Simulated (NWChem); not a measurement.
Molecule: sulfuric acid (H$_{2}$SO$_{4}$); SMILES O=S(=O)(O)O

```xyz
7

O      0.8222    -0.9346     0.8542
S      0.0000     0.0000    -0.1635
O     -0.9833    -0.8088    -0.8298
O      0.9833     0.8088    -0.8298
O     -0.8222     0.9346     0.8542
H      0.2538    -1.6773     1.1126
H     -0.2538     1.6773     1.1126
```
Atoms are numbered in this order, from 1.

Results from NWChem. Pople sets run with spherical d functions. All runs use the structure optimised with PBE0/def2-SVP. Total energies compare along this basis series because the functional is fixed.

```tsv
level	basis functions	energy (Ha)	highest occupied level (eV)	orbital gap (eV)	dipole (D)	relative time
B3LYP/STO-3G	31	-691.2440	-3.93	8.71	2.00	1
B3LYP/3-21G	53	-696.3775	-8.70	8.84	3.09	1
B3LYP/6-31G*	78	-700.1943	-9.06	9.39	3.12	4
B3LYP/6-31+G*	98	-700.2142	-9.50	8.49	3.10	7
B3LYP/6-311G**	110	-700.3278	-9.36	8.97	3.17	5
B3LYP/6-311++G**	132	-700.3386	-9.57	8.40	3.07	10
B3LYP/def2-TZVPD	224	-700.4477	-9.48	8.46	3.05	30
```

Times are rough ratios from one shared machine.
